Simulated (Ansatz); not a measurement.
Start from `B[SiH]([SiH3])O[SiH3]` and change one atom or group to get `[AlH2][SiH]([SiH3])O[SiH3]`.

Ansatz, PBE0-D4/def2-TZVP geometries, multiplicity 1. Each molecule was computed in one conformer, which needn't be the lowest.

```csv
property,`B[SiH]([SiH3])O[SiH3]`
LUMO energy (PBE/def2-TZVPP) / eV,-3.50
size of the dipole moment (ωB97M-V/def2-TZVPP) / D,0.21
HOMO–LUMO gap (ωB97M-V/def2-TZVPP) / eV,8.99
LUMO energy (ωB97M-V/def2-TZVPP) / eV,-0.64
HOMO energy (PBE/def2-TZVPP) / eV,-6.49
size of the dipole moment (B3LYP/def2-TZVPP) / D,0.17
```

Problem. What does the change do to each property? (Best estimate.)

Solution. The calculation gave: 
```
                                          property  `[AlH2][SiH]([SiH3])O[SiH3]`  shift
                 LUMO energy (PBE/def2-TZVPP) / eV                         -2.93   0.57
size of the dipole moment (ωB97M-V/def2-TZVPP) / D                          0.26   0.05
           HOMO–LUMO gap (ωB97M-V/def2-TZVPP) / eV                          8.51  -0.48
             LUMO energy (ωB97M-V/def2-TZVPP) / eV                         -0.57   0.07
                 HOMO energy (PBE/def2-TZVPP) / eV                         -6.10   0.39
  size of the dipole moment (B3LYP/def2-TZVPP) / D                          0.23   0.06
```

With PBE0 the HOMO rises by 0.46 eV and the LUMO rises by 0.36 eV, so the gap narrows by about 0.10 eV. PBE moves the HOMO by 0.39 eV and ωB97M-V by 0.55 eV. Dipoles are sizes alone; their direction can turn.

B3LYP here is the variant with VWN-RPA as its local correlation; programs differ in this.
